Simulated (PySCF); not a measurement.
Species: CrI₄ (triplet state).
Cartesian coordinates in Å at the PBE0-D3(BJ)/def2-SVP level; atoms count from 1:
```
atom  x, y, z in Å
Cr1    0.000    0.000   -0.003
I2     0.005   -0.015    2.476
I3     2.340    0.012   -0.837
I4    -1.177    2.027   -0.807
I5    -1.168   -2.024   -0.831
```

Computed with PBE0-D3(BJ)/def2-SVP geometry optimisation, gas phase, def2 core potentials past Kr (PySCF 2.14.0).

Problem. Which atoms are bound to Cr1, and at what distances?

Solution. 4 atoms: I4 2.479 Å, I5 2.479 Å, I2 2.479 Å, I3 2.484 Å.

Problem. List the angles at Cr1.

Solution. 
| angle | degrees | distance of the outer atoms (Å) |
| --- | --- | --- |
| I3–Cr1–I5 | 109.6 | 4.06 |
| I4–Cr1–I5 | 109.6 | 4.05 |
| I3–Cr1–I4 | 109.5 | 4.05 |
| I2–Cr1–I3 | 109.5 | 4.05 |
| I2–Cr1–I4 | 109.3 | 4.04 |
| I2–Cr1–I5 | 109.3 | 4.04 |

Problem. What is the shape at Cr1?

Solution. Tetrahedral: angles from 109.3° to 109.6°; τ4 = (360° − α − β)/141° = 1.00 with α and β the two widest (0 for a square, 1 for a tetrahedron). Differences among atoms that Td makes equivalent are scatter left by the optimiser.

Problem. What are the rotational constants (commonest isotopes, rigid rotor)?

Solution. A = 243.3, B = 242.9, C = 242.2 MHz: a spherical top.

Point group: Td (tolerance 0.08 Å). Charge 0, triplet. ⟨S²⟩ = 2.427 (exact for a triplet: 2.00). No frequency check.

For an open-shell metal species like this, the optimisation's SCF solution wasn't tested for stability and no frequencies at its level were run, so a lower state or another shape may exist.
